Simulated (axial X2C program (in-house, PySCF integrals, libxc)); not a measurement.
# How the levels of IYbI⁺ (f12 s0 d(πδ)1 orbitals) move with the bond length

Computed with an in-house all-electron X2C program for linear molecules (integrals from PySCF): two-component X2C with atomic mean-field Coulomb and Gaunt terms, basis I dyall-v3z, Yb dyall-v3z (cores contracted in-house). Orbitals come from Hartree–Fock averaged over the configuration Yb f12 s0 d(πδ)1; CI then distributes these electrons over the f, s, d(πδ) shells of Yb, the count in the first shell held.

At I–Yb–I held linear, both bonds 2.715 Å:

| Ω | energy (cm⁻¹) | g∥ | configuration |
| --- | --- | --- | --- |
| 9/2 | 0 | 11.95 | 100% f12 d(πδ)1 |
| 1/2 | 114 | 1.36 | 100% f12 d(πδ)1 |
| 3/2 | 255 | 4.09 | 100% f12 d(πδ)1 |
| 7/2 | 431 | 9.43 | 100% f12 d(πδ)1 |
| 5/2 | 450 | 6.82 | 100% f12 d(πδ)1 |
| 1/2 | 1679 | 1.08 | 100% f12 d(πδ)1 |
| 3/2 | 1751 | 3.31 | 100% f12 d(πδ)1 |
| 15/2 | 1881 | 16.02 | 100% f12 d(πδ)1 |
| 5/2 | 1888 | 5.72 | 100% f12 d(πδ)1 |
| 13/2 | 2109 | 13.63 | 100% f12 d(πδ)1 |
| 7/2 | 2217 | 8.05 | 100% f12 d(πδ)1 |
| 11/2 | 2290 | 11.28 | 100% f12 d(πδ)1 |
| 9/2 | 2459 | 8.95 | 100% f12 d(πδ)1 |
| 7/2 | 2718 | 7.66 | 100% f12 d(πδ)1 |

g∥ is the magnitude of 2⟨Lz + ge Sz⟩ for the +Ω component. The lowest 14 levels at most are listed.

At I–Yb–I held linear, both bonds 2.620 Å:

| Ω | energy (cm⁻¹) | g∥ | configuration |
| --- | --- | --- | --- |
| 1/2 | 0 | 1.33 | 100% f12 d(πδ)1 |
| 3/2 | 177 | 3.99 | 100% f12 d(πδ)1 |
| 9/2 | 391 | 11.95 | 100% f12 d(πδ)1 |
| 5/2 | 495 | 6.67 | 100% f12 d(πδ)1 |
| 7/2 | 712 | 9.37 | 100% f12 d(πδ)1 |
| 1/2 | 1864 | 1.10 | 100% f12 d(πδ)1 |
| 3/2 | 1948 | 3.44 | 100% f12 d(πδ)1 |
| 5/2 | 1983 | 6.20 | 100% f12 d(πδ)1 |
| 7/2 | 2046 | 8.84 | 100% f12 d(πδ)1 |
| 15/2 | 2254 | 16.02 | 100% f12 d(πδ)1 |
| 13/2 | 2455 | 13.64 | 100% f12 d(πδ)1 |
| 11/2 | 2616 | 11.30 | 100% f12 d(πδ)1 |
| 9/2 | 2644 | 11.23 | 100% f12 d(πδ)1 |
| 9/2 | 2766 | 9.08 | 100% f12 d(πδ)1 |

The lowest level lies 759 cm⁻¹ above the lowest at the first distance.

Problem. How does the gap from the lowest to the fifth level change between the two distances?

Solution. From 450 to 712 cm⁻¹, a factor of 1.58.

There is no dynamic correlation: spin–orbit spacings and, for f shells, spacings inside one term are the most reliable numbers, splittings between terms come out too wide, and energies between configurations are not reliable, so the lowest level need not be the ground state of the molecule. With the count in the first shell held, other counts are excluded: this configuration can lie several eV above the ground configuration of the molecule. At most 4 roots were kept for each Ω > 0 (twice that for Ω = 0) within 2.2 eV of the lowest, so higher up levels can be missing between those listed; levels with Ω > 0 are doubly degenerate and listed once, Ω = 0 levels singly. Some active spinors are only partly of the character that their shell is named for, so the shell names and counts are nominal. States that fill the shells left empty in the average are placed too high. The molecule was held linear; bending was not examined.
